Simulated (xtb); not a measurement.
H3B3Cl3N3 (SMILES ClB1NB(Cl)NB(Cl)N1), singlet, geometry from GFN2-xTB. Base run: GFN0-xTB in xtb.

Input for xtb:
```
$ xtb mol.xyz --gfn 0 --json

# file mol.xyz
12

Cl    -1.64657899    -2.57122596    -0.80160105
B     -0.74801581    -1.16806888    -0.36415518
N     -1.39762621     0.07263285    -0.12954413
B     -0.67801320     1.24217779     0.23197843
Cl    -1.49248487     2.73435911     0.51064538
N      0.73311727     1.14480397     0.35690215
B      1.42602901    -0.07410891     0.13217674
Cl     3.13906386    -0.16313315     0.29095568
N      0.66450893    -1.21743683    -0.22735802
H     -2.40215759     0.12483707    -0.22265281
H      1.26003878     1.96762163     0.61342239
H      1.14211880    -2.09245870    -0.39076958
```

Each row names what was changed in the base input (with any setting that the change needs).

```
change        ΔE vs base (kJ/mol)  HOMO-LUMO gap (eV)
------------  -------------------  ------------------
base                         0.00                6.09
etemp = 10                   0.00                6.09
acc = 30                     0.00                6.09
etemp = 1000                 0.00                6.09
acc = 1000                   0.00                6.09
etemp = 5000                -0.47                6.09
```
